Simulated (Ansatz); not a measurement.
Geometry optimisation, RKS PBE0/6-31G* in Ansatz 0.2.0.

The input (input.yaml):

```yaml
crystal:
  periodic: [false, false, false]
  atoms:
    - { symbol: B, position_ang: [0.0, 0.0, 0.0] }
    - { symbol: "N", position_ang: [0.0, 0.0, 1.9] }
    - { symbol: H, position_ang: [-0.877, -0.2713, 2.43] }
    - { symbol: H, position_ang: [0.877, 0.2713, 2.43] }
    - { symbol: "N", position_ang: [1.3423, 0.0, -0.775] }
    - { symbol: H, position_ang: [1.8089, -0.9179, -1.0268] }
    - { symbol: H, position_ang: [1.7937, 0.9179, -1.0532] }
    - { symbol: F, position_ang: [-1.1431, 0.0, -0.66] }
    - { symbol: H, position_ang: [-0.1864, 1.4017, 0.4698] }
    - { symbol: H, position_ang: [-0.1534, 1.1538, 1.3606] }
basis:
  gaussian: { orbitals: "6-31G*" }
hamiltonian:
  xc: pbe0
relax:
  f_tol: 0.15
  max_steps: 25
  restrain:
    - { distance: [0, 8], at: 2.39, k: 30.0 }
    - { distance: [9, 1], at: 2.26, k: 30.0 }
    - { distance: [0, 1], at: 1.55, k: 30.0 }
    - { distance: [9, 8], at: 0.66, k: 30.0 }
```

Launched with:

```bash
$ ansatz run input.yaml --threads 1 --pin off --max-ram 2048MiB --backend cpu --events-out ev --progress --plain --runs-dir out
```

Task: Where does it end, and by what steps?

Result: The run converged. The restraints hold the end off the free minimum; the threshold counts their pulls, which the force column leaves out. Restrained pairs: B1–H9 (1.49 → 2.40 Å), N2–H10 (1.28 → 2.27 Å), B1–N2 (1.90 → 1.49 Å), H9–H10 (0.93 → 0.71 Å). After 18 steps the energy has fallen by 4.433 eV (the restraints' own energy left out); H6 moved furthest, 1.23 Å.

```
step  energy less start (eV)  largest force component (eV/Å)  accepted
   0                  0.0000                           4.499       yes
   1                 -0.3273                           2.022       yes
   2                 -1.1252                           2.746       yes
   3                 -2.5193                           2.372       yes
   4                 -3.5572                           1.646       yes
   5                 -3.8055                           1.440       yes
   6                 -3.9253                           1.863       yes
   7                 -4.0218                           2.161       yes
   8                 -4.2037                           2.209       yes
   9                 -4.3277                           2.011       yes
  10                 -4.4038                           2.018       yes
  11                 -4.4197                           2.015       yes
  12                 -4.4289                           1.959        no
  13                 -4.4368                           1.982        no
  14                 -4.4281                           1.982       yes
  15                 -4.4257                           1.964       yes
  16                 -4.4227                           1.881        no
  17                 -4.4321                           1.929       yes
  18                 -4.4329                           1.906       yes
```

```xyz
10
Properties=species:S:1:pos:R:3
B 0.060 -0.118 0.201
N 0.070 -0.268 1.680
H -0.797 -0.543 2.117
H 0.876 -0.657 2.143
N 1.228 -0.083 -0.580
H 2.158 -0.074 -0.199
H 1.185 0.118 -1.566
F -1.131 -0.012 -0.407
H -0.121 2.255 0.528
H -0.066 1.937 1.159
```

The run took 53 s on 1 thread of Arm Neoverse V1, on a shared host, peak memory 0.14 GiB.
